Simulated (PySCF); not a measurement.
C6H7NSSi, SMILES N#CC[SiH2]c1cccs1, GFN2-xTB optimised geometry.

```
16

N      1.36    -3.38    -0.87
C      0.47    -3.11    -0.20
C     -0.64    -2.74     0.63
Si    -1.53    -1.18    -0.05
C     -0.33     0.25     0.00
C      1.04     0.25     0.00
C      1.60     1.54     0.00
C      0.66     2.52     0.00
S     -0.93     1.88    -0.01
H     -0.28    -2.57     1.64
H     -1.34    -3.58     0.65
H     -2.66    -0.92     0.85
H     -2.00    -1.44    -1.41
H      1.62    -0.66    -0.01
H      2.66     1.73     0.00
H      0.80     3.58     0.00
```

Density from PBE/def2-TZVP (PySCF) at that geometry.

Minimum of the electron density along straight lines between bonded atoms, close to the bond critical point (lines longer than 1.1 times the sum of covalent radii, or with two minima, are not listed):

```tsv
bond	length / Å	ρ at the minimum / e bohr⁻³	∇²ρ there / e bohr⁻⁵	position (fraction from the first atom)
N1–C2	1.145	0.500	-0.20	0.65
C2–C3	1.426	0.280	-0.75	0.54
C3–Si4	1.921	0.109	0.13	0.61
Si4–C5	1.869	0.119	0.21	0.39
C5–C6	1.367	0.324	-0.91	0.51
C6–C7	1.410	0.302	-0.83	0.50
C7–C8	1.358	0.331	-0.95	0.49
C5–S9	1.739	0.205	-0.37	0.47
C8–S9	1.716	0.215	-0.42	0.48
C3–H10	1.091	0.272	-0.90	0.65
C3–H11	1.090	0.273	-0.90	0.64
Si4–H12	1.467	0.125	0.16	0.50
Si4–H13	1.466	0.125	0.16	0.50
C6–H14	1.076	0.288	-1.02	0.65
C7–H15	1.075	0.287	-1.01	0.65
C8–H16	1.072	0.289	-1.03	0.65
```
